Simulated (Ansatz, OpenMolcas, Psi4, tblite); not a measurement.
**A ladder of methods for C2HBF2 (SMILES C#CB(F)F)**

The species is C2HBF2 (6 atoms), meant as a singlet with charge 0. SMILES: `C#CB(F)F`. The shape is that of a PBE0-D4/def2-TZVP optimisation.

Each level gives the HOMO–LUMO gap (eV). The values are calculated.

```tsv
level	kind	program	value (eV)	CPU time
GFN1-xTB	semi-empirical	tblite	5.30	under 2 s
HF/def2-SVPD	Hartree–Fock	Ansatz	13.87	4.4 s
SVWN5/def2-SVPD	LDA	OpenMolcas	5.06	25 s
BLYP/def2-SVPD	GGA	Psi4	5.11	12 s
TPSS/def2-SVPD	meta-GGA	Psi4	5.31	30 s
B3LYP/def2-SVPD	global hybrid	Ansatz	6.91	9.3 s
wB97X/def2-SVPD	range-separated hybrid	Ansatz	12.17	29 s
B2PLYP/def2-SVPD	double hybrid	OpenMolcas	9.87	31 s
```

The values span 5.06 to 13.87 eV. Orbital gaps aren't excitation energies, and those of double hybrids come from the SCF part alone; they tend to grow with the share of exact exchange. CPU times are rough (shared hosts, several kinds of processor and program).
